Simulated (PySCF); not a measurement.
In(H)2(SH) (H₃InS), SMILES [SH][InH2].

Geometry: B3LYP-D3(BJ)/def2-TZVP. The def2 effective core potentials stand for the cores of In; spin–orbit coupling is left out.

Method: PBE/def2-TZVPD run with PySCF.

Gas-phase values at a fixed geometry.

```
Item                                                                                                           Result
---------------------------------------------------------------------------------------------  ----------------------
total energy                                                                                       -589.97598 hartree
point group                                                                                                        Cs
highest occupied level                                                                                       -6.27 eV
lowest empty level                                                                                           -2.45 eV
orbital gap                                                                                                   3.82 eV
dipole moment                                                                                                  1.55 D
quadrupole, principal values (traceless, Buckingham form, about the centre of nuclear charge)   -5.08, 1.74, 3.34 D·Å
mean static polarisability                                                                       66.8 bohr³ (9.91 Å³)
polarisability, principal values                                                               50.7, 63.8, 86.1 bohr³
```
